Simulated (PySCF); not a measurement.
PySCF input for CH3AlF2, SMILES [F][Al]([F])[CH3] (connectivity only; charge and spin as stated), charge +1, multiplicity 2, TDA-PBE/def2-SVPD. The structure is a stationary point at TPSSh-D3(BJ)/def2-SVP. The spin state was assumed, not searched. The isomer is the one that the SMILES or the coordinates give; other isomers of the formula were not compared.

```python
import numpy as np
from pyscf import gto, scf, dft, tdscf

mol = gto.M(
    atom='''
    Al   -0.00773804    0.30904861   -0.00000003
    C     0.00325562   -1.89053289    0.00000019
    H     1.10866268   -1.85629428    0.00000018
    H    -0.50789493   -2.10162136   -0.95002180
    H    -0.50789493   -2.10162118    0.95002221
    F    -0.00065622    0.74361664   -1.57064265
    F    -0.00065622    0.74361694    1.57064251
    ''',
    basis='def2-SVPD',
    charge=1,
    spin=1,
    max_memory=1600,
    verbose=4,
)
mf = dft.UKS(mol, xc='pbe').density_fit(auxbasis='def2-universal-jkfit')
mf.grids.level = 3
mf.conv_tol = 1e-9
mf.max_cycle = 100
mf.kernel()
fine, coarse = mf.grids, dft.Grids(mol).set(level=1).build(with_non0tab=True)
for _ in range(3):  # follow internal instabilities
    mf.grids = coarse
    mo, _, stable, _ = mf.stability(return_status=True, nroots=4)
    mf.grids = fine
    if stable:
        break
    mf.kernel(mf.make_rdm1(mo, mf.mo_occ))
mf.grids = dft.Grids(mol).set(level=1).build(with_non0tab=True)  # coarser grid for the response kernel
td = tdscf.TDA(mf)
td.nstates = 10
td.conv_tol = 1e-4
td.positive_eig_threshold = 1e-6
td.kernel(x0=td.get_init_guess(mf, 15))
td.analyze()
```

Program output:

```
PySCF version 2.14.0

[INPUT] verbose = 4
[INPUT] num. atoms = 7
[INPUT] num. electrons = 39
[INPUT] charge = 1
[INPUT] spin (= nelec alpha-beta = 2S) = 1
[INPUT] symmetry False subgroup None
[INPUT] Mole.unit = angstrom
[INPUT] Symbol           X                Y                Z      unit          X                Y                Z       unit  Magmom
[INPUT]  1 Al    -0.007738040000   0.309048610000  -0.000000030000 AA   -0.014622776341   0.584017232078  -0.000000056692 Bohr   0.0
[INPUT]  2 C      0.003255620000  -1.890532890000   0.000000190000 AA    0.006152230166  -3.572589391582   0.000000359048 Bohr   0.0
[INPUT]  3 H      1.108662680000  -1.856294280000   0.000000180000 AA    2.095068829726  -3.507887795797   0.000000340151 Bohr   0.0
[INPUT]  4 H     -0.507894930000  -2.101621360000  -0.950021800000 AA   -0.959782317755  -3.971488787936  -1.795281014366 Bohr   0.0
[INPUT]  5 H     -0.507894930000  -2.101621180000   0.950022210000 AA   -0.959782317755  -3.971488447785   1.795281789154 Bohr   0.0
[INPUT]  6 F     -0.000656220000   0.743616640000  -1.570642650000 AA   -0.001240076077   1.405231791269  -2.968084448061 Bohr   0.0
[INPUT]  7 F     -0.000656220000   0.743616940000   1.570642510000 AA   -0.001240076077   1.405232358187   2.968084183499 Bohr   0.0

nuclear repulsion = 153.203527765695
number of shells = 48
number of NR pGTOs = 168
number of NR cGTOs = 114
basis = def2-SVPD
ecp = {}


[settings echo left out]
init E= -481.434246953732
  alpha nocc = 20  HOMO = -0.299776865318725  LUMO = -0.111227294998232
  beta  nocc = 19  HOMO = -0.443114977178673  LUMO = -0.299776865318726

WARN: HOMO -0.299776865318725 >= LUMO -0.299776865318726

cycle= 1 E= -481.023438245585  delta_E= 0.411  |g|= 0.585  |ddm|= 2.03
  alpha nocc = 20  HOMO = -0.438868097326117  LUMO = -0.287534650728845
  beta  nocc = 19  HOMO = -0.437320233789098  LUMO = -0.435155520283712
  HOMO = -0.437320233789  LUMO = -0.435155520284  gap/eV = 0.05890
cycle= 2 E= -479.676273300441  delta_E= 1.35  |g|= 1.94  |ddm|= 1.89
  alpha nocc = 20  HOMO = -0.520854761938199  LUMO = -0.305239274826376
  beta  nocc = 19  HOMO = -0.592585458429575  LUMO = -0.466277483781401
  HOMO = -0.520854761938  LUMO = -0.466277483781  gap/eV = 1.48512
cycle= 3 E= -481.150690828426  delta_E= -1.47  |g|= 0.136  |ddm|= 1.42
  alpha nocc = 20  HOMO = -0.555493543929044  LUMO = -0.298455288670896
  beta  nocc = 19  HOMO = -0.582234573009749  LUMO = -0.494965412356873
  HOMO = -0.555493543929  LUMO = -0.494965412357  gap/eV = 1.64705
cycle= 4 E= -481.159382120426  delta_E= -0.00869  |g|= 0.0831  |ddm|= 0.246
  alpha nocc = 20  HOMO = -0.54395203665684  LUMO = -0.295237522407257
  beta  nocc = 19  HOMO = -0.58009849247232  LUMO = -0.479739436230817
  HOMO = -0.543952036657  LUMO = -0.479739436231  gap/eV = 1.74731
cycle= 5 E= -481.163286268618  delta_E= -0.0039  |g|= 0.0123  |ddm|= 0.0841
  alpha nocc = 20  HOMO = -0.545309656481744  LUMO = -0.297287554039206
  beta  nocc = 19  HOMO = -0.583093506550167  LUMO = -0.479798255345389
  HOMO = -0.545309656482  LUMO = -0.479798255345  gap/eV = 1.78266
cycle= 6 E= -481.163353782961  delta_E= -6.75e-05  |g|= 0.00309  |ddm|= 0.0135
  alpha nocc = 20  HOMO = -0.544819703155019  LUMO = -0.296882518519588
  beta  nocc = 19  HOMO = -0.583113254283548  LUMO = -0.478744347866034
  HOMO = -0.544819703155  LUMO = -0.478744347866  gap/eV = 1.79800
cycle= 7 E= -481.163359530258  delta_E= -5.75e-06  |g|= 0.000772  |ddm|= 0.0048
  alpha nocc = 20  HOMO = -0.544966753285279  LUMO = -0.296888503794006
  beta  nocc = 19  HOMO = -0.583108853368871  LUMO = -0.478743253480118
  HOMO = -0.544966753285  LUMO = -0.47874325348  gap/eV = 1.80203
cycle= 8 E= -481.163359879159  delta_E= -3.49e-07  |g|= 0.000274  |ddm|= 0.00111
  alpha nocc = 20  HOMO = -0.544979431041778  LUMO = -0.296886683641838
  beta  nocc = 19  HOMO = -0.583072508148764  LUMO = -0.478737400283814
  HOMO = -0.544979431042  LUMO = -0.478737400284  gap/eV = 1.80254
cycle= 9 E= -481.163359918058  delta_E= -3.89e-08  |g|= 3.38e-05  |ddm|= 0.000337
  alpha nocc = 20  HOMO = -0.544979464864974  LUMO = -0.296888238906326
  beta  nocc = 19  HOMO = -0.583073799341703  LUMO = -0.478737039184342
  HOMO = -0.544979464865  LUMO = -0.478737039184  gap/eV = 1.80255
cycle= 10 E= -481.163359918998  delta_E= -9.4e-10  |g|= 1.33e-05  |ddm|= 6.5e-05
  alpha nocc = 20  HOMO = -0.544979542205414  LUMO = -0.296888030412678
  beta  nocc = 19  HOMO = -0.58307719490945  LUMO = -0.478737170088924
  HOMO = -0.544979542205  LUMO = -0.478737170089  gap/eV = 1.80255
Extra cycle  E= -481.163359918796  delta_E= 2.02e-10  |g|= 2.82e-05  |ddm|= 3.58e-05
converged SCF energy = -481.163359918796  <S^2> = 0.75252032  2S+1 = 2.0025187
tot grids = 29552
uhf_internal: lowest eigs of H = [0.66886041 0.67121956 0.68743158 0.71466199]
<class 'pyscf.df.df_jk.DFUKS'> wavefunction is stable in the internal stability analysis
tot grids = 29552
Overwritten attributes  positive_eig_threshold  of <class 'pyscf.tdscf.uks.TDA'>


******** <class 'pyscf.tdscf.uks.TDA'> for <class 'pyscf.df.df_jk.DFUKS'> ********
nstates = 10
deg_eia_thresh = 1.000e-03
wfnsym = None
conv_tol = 0.0001
eigh lindep = 1e-12
eigh level_shift = 0
eigh max_cycle = 100


Excitation energies (eV)
[2.93112375 2.95717707 3.15878502 3.36828441 4.06750997 4.39245823
 4.40063172 5.03577139 6.71829771 7.42916639]

** Excitation energies and oscillator strengths **
Excited State   1:      2.93112 eV    422.99 nm  f=0.0042
      15b ->   20b      0.12437
      18b ->   20b     -0.13989
      19b ->   20b      0.97826
Excited State   2:      2.95718 eV    419.27 nm  f=0.0001
      18b ->   20b     -0.98988
      19b ->   20b     -0.13728
Excited State   3:      3.15879 eV    392.51 nm  f=0.0017
      16b ->   20b     -0.27144
      17b ->   20b     -0.96185
Excited State   4:      3.36828 eV    368.09 nm  f=0.0275
      12b ->   20b      0.10840
      16b ->   20b     -0.94867
      17b ->   20b      0.26668
Excited State   5:      4.06751 eV    304.82 nm  f=0.0081
      14b ->   20b      0.39633
      15b ->   20b     -0.90673
Excited State   6:      4.39246 eV    282.27 nm  f=0.0012
      12b ->   20b     -0.14804
      13b ->   20b     -0.98600
Excited State   7:      4.40063 eV    281.74 nm  f=0.0198
      14b ->   20b      0.91275
      15b ->   20b      0.37892
Excited State   8:      5.03577 eV    246.21 nm  f=0.0337
      20a ->   21a      0.17752
      12b ->   20b      0.96160
      13b ->   20b     -0.13604
Excited State   9:      6.71830 eV    184.55 nm  f=0.1673
      20a ->   21a     -0.96495
      12b ->   20b      0.14715
Excited State  10:      7.42917 eV    166.89 nm  f=0.0009
      19a ->   21a      0.90557
      19b ->   21b     -0.41604

** Transition electric dipole moments (AU) **
state          X           Y           Z        Dip. S.      Osc.
  1         0.0000     -0.0001      0.2411      0.0581      0.0042
  2         0.0000      0.0000     -0.0429      0.0018      0.0001
  3         0.1448     -0.0289      0.0000      0.0218      0.0017
  4         0.0131      0.5769      0.0000      0.3329      0.0275
  5         0.0000     -0.0000      0.2845      0.0809      0.0081
  6         0.0561     -0.0879      0.0002      0.0109      0.0012
  7         0.0000     -0.0000     -0.4280      0.1832      0.0198
  8        -0.0170     -0.5223     -0.0000      0.2731      0.0337
  9         0.0184     -1.0080     -0.0000      1.0164      0.1673
 10         0.0000      0.0000     -0.0698      0.0049      0.0009

** Transition velocity dipole moments (imaginary part, AU) **
state          X           Y           Z        Dip. S.      Osc.
  1        -0.0000     -0.0000     -0.0065      0.0000      0.0003
  2        -0.0000     -0.0000      0.0014      0.0000      0.0000
  3        -0.0034     -0.0008     -0.0000      0.0000      0.0001
  4         0.0004      0.0155      0.0000      0.0002      0.0013
  5        -0.0000     -0.0000      0.0113      0.0001      0.0006
  6        -0.0052     -0.0071      0.0000      0.0001      0.0003
  7        -0.0000     -0.0000     -0.0049      0.0000      0.0001
  8        -0.0010     -0.0353     -0.0000      0.0013      0.0045
  9         0.0085     -0.1823     -0.0000      0.0333      0.0899
 10         0.0000      0.0000     -0.0106      0.0001      0.0003

** Transition magnetic dipole moments (imaginary part, AU) **
state          X           Y           Z
  1         0.1771      0.0301     -0.0000
  2        -0.0400     -0.0260      0.0000
  3         0.0000      0.0000      0.0641
  4         0.0000      0.0000      0.0118
  5         0.8015      0.0920      0.0000
  6        -0.0002     -0.0001      0.8926
  7         0.3605      0.1329      0.0004
  8        -0.0000      0.0000     -0.1203
  9         0.0000     -0.0000     -0.0577
 10         0.0968     -0.0066     -0.0000
```

The run converged.

Cost: roughly 2.2 core-minutes.
